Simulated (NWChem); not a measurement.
System: CH$_{3}$AlFI; SMILES [I][Al]([CH3])[F]

```xyz
7

Al    -0.0302    -1.3525     0.0000
F     -1.5346    -2.0657     0.0000
I     -0.0147     1.1121     0.0000
C      1.5605    -2.4506     0.0000
H      2.4837    -1.8529     0.0000
H      1.5692    -3.1061    -0.8864
H      1.5692    -3.1061     0.8864
```
Atoms are numbered in this order, from 1.

Program: NWChem. All runs use the structure optimised with PBE0/def2-SVP. def2 effective core potentials on I; no spin-orbit coupling.

For level B3LYP/def2-SVP:

```
Item                         Result
---------------------------  ------
highest occupied level (eV)   -7.48
orbital gap (eV)               6.45
```

**Question.** How do the values read with level OLYP/def2-SVP instead?

**Answer.** 
* **highest occupied level (eV)**: -6.41
* **orbital gap (eV)**: 5.10
